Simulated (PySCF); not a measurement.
**Radial density of Ag⁺ (silver, charge +1)**

UHF, [Kr] 4d10, closed-shell 1S. Calculation: PySCF 2.14, in x2c-TZVPall (8s6p6d1f, 63 functions); scalar relativity by spin-free X2C-1e.

```tsv
r (bohr)	4πr²ρ (e/bohr)
0.0323	54.83
0.0543	55.00
0.0914	75.85
0.154	56.00
0.259	59.42
0.435	35.95
0.732	17.40
1.23	13.42
2.07	2.580
3.48	0.1672
5.86	0.0006581
```

Densities and radii are taken from the X2C orbitals without a picture-change correction, which distorts them close to the nucleus.
